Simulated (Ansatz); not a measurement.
Consider the formal exchange of groups at a Ge–Cl bond: `[NH2][GeH2][Cl]` + `[NH2][GeH2][S]CF` → `[NH2][GeH2][S][GeH2][NH2]` + `FCCl`.

Calculated with Ansatz (gas phase, PBE0-D4/def2-TZVP geometries, no zero-point term in ΔE). CCSD(T)/CBS adds triple-zeta CCSD(T) − MP2 to the extrapolated MP2 energy (def2 sets, frozen cores). This one scheme is used for every species. DFT in def2-TZVPP. B3LYP here is the variant with VWN-RPA as its local correlation; programs differ in this. For Ge outer-core shells are correlated without core-valence functions, which leaves a few kJ/mol of doubt a bond. Scalar relativity is left out up to krypton. Each species was taken in one conformer, which may not be the lowest.

**Question.** Is it downhill or uphill in electronic energy at CCSD(T)/CBS, and by how much? (Estimate.)

**Answer.** Ansatz gave: Uphill: ΔE = +0.35 eV.

**Question.** What do these levels give: PBE-D4, PBE0-D4, B3LYP-D4, ωB97X-V, PBE, B3LYP, HF/def2-TZVPP, SCS-MP2/def2-TZVPP, CCSD(T)/def2-TZVPP, MP2/def2-QZVPP, MP2/CBS(def2), CCSD/CBS(def2)? (An estimate is asked.)

**Answer.** Ansatz gave: PBE-D4 0.34, PBE0-D4 0.35, B3LYP-D4 0.38, ωB97X-V 0.40, PBE 0.39, B3LYP 0.46, HF/def2-TZVPP 0.50, SCS-MP2/def2-TZVPP 0.37, CCSD(T)/def2-TZVPP 0.34, MP2/def2-QZVPP 0.35, MP2/CBS(def2) 0.35, CCSD/CBS(def2) 0.38 eV.

Largest T1 diagnostic among the species: 0.012.

In def2-TZVPP, CCSD(T) changes the Hartree–Fock value by −0.16 eV (the triples alone add −0.03 eV) and MP2 by −0.16 eV. The D4 term adds −0.08 eV with B3LYP and −0.04 eV with PBE0; it sums over pairs of atoms, weighted by their polarisabilities, and B3LYP, whose exchange is more repulsive, gets the larger term.
